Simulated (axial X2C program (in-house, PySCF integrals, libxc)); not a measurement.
# How long does HBr take?

A bond scan computed with an in-house all-electron X2C program for linear molecules (integrals from PySCF). Basis: Br dyall-cv4z [10s10p7d5f3g], H dyall-v4z [7s3p2d1f] (cores contracted in-house).

The run was started with this input:
```json
{
 "zs": [
  35,
  1
 ],
 "q": 0,
 "bas": [
  "dyall-cv4z",
  "dyall-v4z"
 ],
 "levels": [
  "PBE0",
  "HF",
  "TPSSh",
  "r2SCAN",
  "BHandHLYP"
 ],
 "cc": true,
 "r0": 1.46,
 "thr": -2.0,
 "nmax": 180
}
```
```bash
python so2c.py task.json out
```

Keys: zs atomic numbers; q charge; bas basis sets; levels methods; cc coupled cluster on or off; r0 starting distance in Å; thr threshold in hartree for freezing inner shells (an s shell follows its p shell); nmax most natural virtual spinors. HF also brings MP2.

Hardware: 2 threads of Intel(R) Xeon(R) Platinum 8259CL CPU @ 2.50GHz (Skylake/Cascade Lake) (shared host).

Wall time of one point of each curve, integrals apart:

| Hamiltonian | level | points | seconds a point |
| --- | --- | --- | --- |
| spin-free | PBE0 | 12 | 0.33 |
| spin-free | HF | 12 | 0.13 |
| spin-free | CCSD(T) (8 electrons, 110 virtuals) | 7 | 4.9 |
| spin-free | TPSSh | 12 | 0.66 |
| spin-free | r2SCAN | 12 | 0.61 |
| spin-free | BHandHLYP | 12 | 0.35 |
| 2c | PBE0 | 12 | 0.41 |
| 2c | HF | 12 | 0.19 |
| 2c | CCSD(T) (8 electrons, 110 virtuals) | 7 | 5.2 |
| 2c | TPSSh | 12 | 0.77 |
| 2c | r2SCAN | 12 | 0.67 |
| 2c | BHandHLYP | 12 | 0.43 |

The rest:

Search with its distance optimisation 17 s, atoms 16 s, whole task 160 s. Coupled cluster runs on the points near the minimum only. The program drops outer points, and coupled cluster, when its time limit (not in the input) nears; MP2, further determinants and curves that did not converge are not in the table.
